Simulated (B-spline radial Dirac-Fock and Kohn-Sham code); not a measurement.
Model: independent-particle rates on relativistic LDA orbitals of the hole state (multipoles up to L = 3, Coulomb Auger matrix elements, transition energies from Dirac-Fock). Program: a B-spline atomic structure program.

Question: A single inner-shell vacancy in a neutral atom gives this computed emission spectrum. Which element, which hole, and which lines?

```tsv
energy (eV)	relative intensity
34275.9	54.6
34717.0	100.0
39164.7	9.6
39253.1	18.6
40204.0	2.1
40223.0	4.0
40423.9	0.6
```

Answer: Cerium (Z = 58), hole in K (1s). In order of rising energy the lines are Kα2 (K-L2), Kα1 (K-L3), Kβ3 (K-M2), Kβ1 (K-M3), Kβ2'' (K-N2), Kβ2' (K-N3), K-O3.
